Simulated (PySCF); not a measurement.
Worked example: refractive index and permittivity of the vapour

SrCl₂, SMILES [Cl][Sr][Cl].

Geometry: PBE0-D3(BJ)/def2-TZVP. The isomer is the one that the SMILES or the coordinates give; other isomers of the formula were not compared. The def2 effective core potentials stand for the cores of Sr; spin–orbit coupling is left out.

PBE0/def2-TZVPD (PySCF) gives a mean static polarisability of 61.1 bohr³ and a dipole moment of 5.02 D. Take an ideal gas at 298.15 K and 0.01 bar, whether or not the substance is that volatile.

**Question.** Work out n − 1 in the optical limit and the static ε − 1.

**Answer.** 
Polarisability volume α' = 61.1 × 0.148185 = 9.05 Å³. Number density N = p/kT = 2.43e-7 Å⁻³.
Dilute limit of Lorentz–Lorenz: n − 1 = 2π N α' = 1.4e-5.
Orientation term of Debye: μ²/(3kT) = 8.098 Å³ × μ²(D²) = 204.07 Å³.
ε − 1 = 4π N (α' + μ²/3kT) = 0.00065. Orientation of the dipole supplies 96 % of the static response; it can't follow optical fields. Vibrational polarisation and dispersion are left out.
